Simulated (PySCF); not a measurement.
## Broadened absorption spectrum of C2H7NSi2

C2H7NSi2.
SMILES: `N#CC[SiH2][SiH3]`

Computed with TDDFT CAM-B3LYP/def2-SVPD, vertical, gas phase, core orbitals frozen in the response (PySCF 2.14.0, density-fitted response routines). Geometry: PBE0-D3(BJ)/def2-SVP, one conformer, isolated molecule. Torsions of this conformer, `[N:1]#[C:2][CH2:3][SiH2:4][SiH3:5]`: C2–C3–Si4–Si5 -55°.

Each state is given a Gaussian of 0.25 eV full width at half maximum, with ε(max) = 2.175×10⁸ f / Δν̃ (Δν̃ the width in cm⁻¹). The width is an assumption, not a result. The curve ends short of the highest state used, and states not computed would add to its high-energy end.

| E (eV) | ε (L mol⁻¹ cm⁻¹) |
| --- | --- |
| 6.80 | 6 |
| 6.83 | 17 |
| 6.86 | 41 |
| 6.89 | 91 |
| 6.92 | 189 |
| 6.95 | 362 |
| 6.98 | 640 |
| 7.01 | 1043 |
| 7.04 | 1570 |
| 7.07 | 2183 |
| 7.10 | 2803 |
| 7.13 | 3326 |
| 7.16 | 3649 |
| 7.19 | 3705 |
| 7.22 | 3490 |
| 7.25 | 3065 |
| 7.28 | 2536 |
| 7.31 | 2022 |
| 7.34 | 1626 |
| 7.37 | 1407 |
| 7.40 | 1384 |
| 7.43 | 1532 |
| 7.45 | 1703 |
| 7.48 | 2023 |
| 7.51 | 2370 |
| 7.54 | 2712 |
| 7.57 | 3051 |
| 7.60 | 3420 |
| 7.63 | 3874 |
| 7.66 | 4461 |
| 7.69 | 5200 |
| 7.72 | 6067 |
| 7.75 | 7003 |
| 7.78 | 7948 |
| 7.81 | 8880 |
| 7.84 | 9873 |

**Question.** Locate the maxima and give the states behind the curve.

**Answer.** 173 nm (7.18 eV), ε about 3700, made up of S1 (99%) (ε in L mol⁻¹ cm⁻¹; maxima over ε = 5, shares over 10%). At its high-energy end, 7.84 eV, the curve is still rising (ε about 9900, from S5, S6 and S8). The states used: S1 7.18 eV (f 0.034); S2 7.35 eV (f 0.0014); S3 7.54 eV (f 0.019); S4 7.71 eV (f 0.018); S5 7.81 eV (f 0.032); S6 7.88 eV (f 0.032); S7 7.90 eV (f 0.0048); S8 8.09 eV (f 0.272); S9 8.27 eV (f 0.144); S10 8.44 eV (f 0.017).

**Question.** What would ε be at 7.18 eV, the highest of these maxima, with half the width (0.125 eV)?

**Answer.** About 7340 L mol⁻¹ cm⁻¹ against 3720, a factor of about 1.97; a lone state at its own centre would give exactly 2.

**Question.** Coming from long wavelengths, where does ε first pass 100 L mol⁻¹ cm⁻¹?

**Answer.** At about 180 nm (6.89 eV), 0.28 eV below S1.

The vertical ionisation energy (ΔSCF) is 10.64 eV, 2.20 eV above S10.
